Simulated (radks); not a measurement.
Sc I, 21 electrons, occupied as [Ar] 3d1 4s2. Method: Dirac Kohn-Sham, HCTH/407, spin-unpolarised, spherical densities, point nucleus; open shells fill j = l - 1/2 first; computed with a radial shooting solver on a logarithmic mesh with Libxc functionals.

Unscreened Slater integrals over Kohn-Sham orbitals (cm^-1). Large and small components are both included. Empty in this configuration: 3d5/2.

integral,value
"F0(3d3/2,3d3/2)",115170
"F2(3d3/2,3d3/2)",50699
"F0(3d3/2,4s1/2)",64640
"G2(3d3/2,4s1/2)",12056
"F0(3d3/2,3p3/2)",137090
"F2(3d3/2,3p3/2)",61799
"G1(3d3/2,3p3/2)",76597
"G3(3d3/2,3p3/2)",45592
"F0(3d3/2,3p1/2)",137440
"G1(3d3/2,3p1/2)",76683
"F0(3d3/2,3d5/2)",114970
"F2(3d3/2,3d5/2)",50604
"G2(3d3/2,3d5/2)",50588
"G4(3d3/2,3d5/2)",31023
"F0(4s1/2,4s1/2)",52492
"F0(4s1/2,3p3/2)",68094
"G1(4s1/2,3p3/2)",3813.1
"F0(4s1/2,3p1/2)",68130
"G1(4s1/2,3p1/2)",3775.2
"F0(4s1/2,3d5/2)",64601
"G2(4s1/2,3d5/2)",12119
"F0(3p3/2,3p3/2)",170370
"F2(3p3/2,3p3/2)",85620
"F0(3p3/2,3p1/2)",170930
"G2(3p3/2,3p1/2)",85870
"F0(3p3/2,3d5/2)",136810
"F2(3p3/2,3d5/2)",61626
"G1(3p3/2,3d5/2)",76374
"G3(3p3/2,3d5/2)",45456
"F0(3p1/2,3p1/2)",171500
"F0(3p1/2,3d5/2)",137150
"G3(3p1/2,3d5/2)",45473
"F0(3d5/2,3d5/2)",114770
"F2(3d5/2,3d5/2)",50509
"F4(3d5/2,3d5/2)",30973
